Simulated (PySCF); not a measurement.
# Bond curve of BiO

Set-up: PySCF, spin-free X2C with a Gaussian nucleus, basis sets Bi x2c-TZVPPall, O x2c-TZVPPall. Energies in eV from Bi + O in their ground configurations at the same level. All curves are PBE0. state 1: doublet, unpaired electrons π ↑, a mixture of terms (⟨Lz²⟩ = 1.4); state 2: quartet, unpaired electrons π ↑↑↑, a mixture of terms (⟨Lz²⟩ = 1.4), a second solution, started from another occupation; state 3: Ms = 0.5 determinant of mixed spin (⟨S²⟩ near 1.8), unpaired electrons π ↑↑↓, a mixture of terms (⟨Lz²⟩ = 3.4), a second solution, started from another occupation; state 4: sextet, unpaired electrons σ ↑↑, π ↑↑↑, a second solution, started from another occupation.

```csv
R (Å),state 1,state 2,state 3,state 4
1.635,-1.445,2.298,2.683,9.6396
1.711,-2.509,0.629,1.011,7.7318
1.787,-3.084,-0.511,-0.131,6.2654
1.844,-3.284,-1.105,-0.728,5.3780
1.901,-3.335,-1.526,-1.151,4.6332
1.958,-3.275,-1.811,-1.438,4.0016
2.034,-3.098,-2.027,-1.657,3.2990
2.129,-2.830,-2.106,-1.741,2.5981
2.243,-2.482,-2.017,-1.659,1.9509
2.395,-2.012,-1.723,-1.378,1.3267
```

Task: Put a parabola through the three lowest points of the state 2 curve and estimate Re, k and ωe (reduced mass 14.86 u; 1 eV/Å² = 0.16022 mdyn/Å; ωe = 1302.8·√(k/μ) cm⁻¹).

Result: Through R = 2.034, 2.129, 2.243 Å the second-order coefficient is 7.71 eV/Å², so Re ≈ 2.135 Å, k ≈ 2.47 mdyn/Å and ωe ≈ 531 cm⁻¹. A polynomial fit of higher order to the unrounded PBE0 energies gives Re = 2.127 Å, k = 2.52 mdyn/Å, ωe = 537 cm⁻¹; anharmonicity and rounding make the difference.

The higher-order fit for each curve: state 2: Re = 2.127 Å, ωe = 537 cm⁻¹, minimum 2.11 eV below the ground-state fragments; state 3: Re = 2.131 Å, ωe = 531 cm⁻¹, minimum 1.74 eV below the ground-state fragments. State 1 gave no clean fit. State 4 gave no clean fit.

⟨S²⟩ of the unrestricted solution departs from its pure value on part of the curve, where spin states mix. These are scalar-relativistic numbers at best; spin–orbit coupling would shift them, the dissociation energy most. The state is the lowest determinant that a PBE0 search found; another state may lie lower at other levels.
